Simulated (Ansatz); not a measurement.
Calculated with Ansatz (gas phase, PBE0-D4/def2-TZVP geometries, no zero-point term in ΔE). CCSD(T)/CBS is the MP2 limit (def2-TZVPP, def2-QZVPP) plus CCSD(T) − MP2 in def2-TZVPP, frozen cores. Functionals use def2-TZVPP. def2 core potentials past Kr. For Sn outer-core shells are correlated without core-valence functions, which leaves a few kJ/mol of doubt a bond. Each species was taken in one conformer, which may not be the lowest.

`O=C([SiH3])S[SiH3]` + `[OH][Sn][Cl]` → `[SiH3][O][Sn][Cl]` + `O=CS[SiH3]`  (ligand exchange at the Si–C bond)

Problem. Is it downhill or uphill in electronic energy at CCSD(T)/CBS, and by how much? (An estimate is asked.)

Solution. Computed: Downhill: ΔE = -29.3 kcal/mol.

Problem. What do these levels give: PBE-D4, ωB97X-V, ωB97M-V, HF/def2-TZVPP, MP2/def2-TZVPP, CCSD/CBS(def2)? (Estimate.)

Solution. Ansatz gave: PBE-D4 -24.9, ωB97X-V -29.7, ωB97M-V -29.5, HF/def2-TZVPP -36.1, MP2/def2-TZVPP -30.5, CCSD/CBS(def2) -30.5 kcal/mol.

Largest T1 diagnostic among the species: 0.017.

From PBE to PBE0 (25 % exact exchange), in def2-TZVPP and without D4, ΔE moves by −2.6 kcal/mol. In def2-TZVPP, CCSD(T) changes the Hartree–Fock value by +6.3 kcal/mol (the triples alone add +1.2 kcal/mol) and MP2 by +5.6 kcal/mol.
